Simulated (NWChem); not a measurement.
System: C5H3N; SMILES C#C/C=C/C#N

Results from NWChem. All runs use the structure optimised with PBE-D3(BJ)/def2-SVP. Level: M06-2X/def2-SVP with SMD (1 M gas to 1 M solution), gas-phase geometry.

```csv
solvent,dielectric constant,solvation free energy (kcal/mol),cavity-dispersion-structure term (kcal/mol),dipole in solution (D)
water,78.4,-2.3,6.1,5.19
tetrahydrofuran,7.43,-5.7,1.5,5.01
2-propanol,19.3,-5.0,3.0,5.13
benzene,2.27,-4.5,-0.1,4.60
diethyl ether,4.24,-5.6,0.6,4.87
```
